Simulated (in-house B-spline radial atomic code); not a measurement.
Configurations of Er⁺, with energies counted from [Xe] 4f12 6s1. Level of theory: scalar-relativistic (X2C) r2SCAN, spin-polarised, spherical fractional occupations, Fermi nucleus of rms radius 5.2516 fm; calculated with a B-spline radial code for spherical atoms. Shells without spins written out take the highest spin.

Occupations are held fixed; configurations that lie above the ionisation limit could autoionise.

```json
{"configuration": "[Xe] 4f(6 up, 6 down) 6s(0 up, 1 down)", "E - E(ref) (eV)": "1.0719", "highest orbital": "4f up", "its <r> (bohr)": "0.8215"}
{"configuration": "[Xe] 4f13", "E - E(ref) (eV)": "2.9835", "highest orbital": "4f down", "its <r> (bohr)": "0.9536"}
{"configuration": "[Xe] 4f11 6s2", "E - E(ref) (eV)": "3.0813", "highest orbital": "6s down", "its <r> (bohr)": "3.447"}
{"configuration": "[Xe] 4f12 5f1", "E - E(ref) (eV)": "8.4922", "highest orbital": "5f up", "its <r> (bohr)": "8.957"}
{"configuration": "[Xe] 4f(5 up, 7 down) 5f(1 up, 0 down)", "E - E(ref) (eV)": "8.4948", "highest orbital": "5f up", "its <r> (bohr)": "8.971"}
{"configuration": "[Kr] 4d10 4f13 5s2 5p5 6s1", "E - E(ref) (eV)": "25.596", "highest orbital": "4f down", "its <r> (bohr)": "0.8713"}
{"configuration": "[Kr] 4d10 4f(7 up, 6 down) 5s2 5p(2 up, 3 down) 6s(1 up, 0 down)", "E - E(ref) (eV)": "25.996", "highest orbital": "4f down", "its <r> (bohr)": "0.877"}
{"configuration": "[Kr] 4d9 4f12 5s2 5p6 6s1 6p1", "E - E(ref) (eV)": "171.97", "highest orbital": "6p up", "its <r> (bohr)": "4.113"}
```

Order these further configurations by energy, lowest first.
A. [Kr] 4d9 4f12 5s2 5p6 6s1 7s1
B. [Kr] 4d9 4f12 5s2 5p6 6s1 6d1
C. [Xe] 4f(5 up, 7 down) 6s(1 up, 0 down)
D. [Xe] 4f11 6s1 7p1
E. [Xe] 4f(4 up, 7 down) 6s(0 up, 1 down) 6f(0 up, 1 down)

C (0.09752 eV), D (11.45 eV), E (13.812 eV), A (176.06 eV), B (177.01 eV).

How far above the reference does [Xe] 4f11 5d1 6s1 lie?

3.4834 eV; its least bound orbital is 5d up with <r> = 2.493 bohr.

How far above the reference does [Kr] 4d10 4f12 5s2 5p5 6s1 6f1 lie?

36.951 eV; its least bound orbital is 6f up with <r> = 14.4 bohr.

How far above the reference does [Kr] 4d10 4f(7 up, 5 down) 5s2 5p(2 up, 3 down) 6s(0 up, 1 down) 7f(1 up, 0 down) lie?

38.496 eV; its least bound orbital is 7f up with <r> = 22.49 bohr.
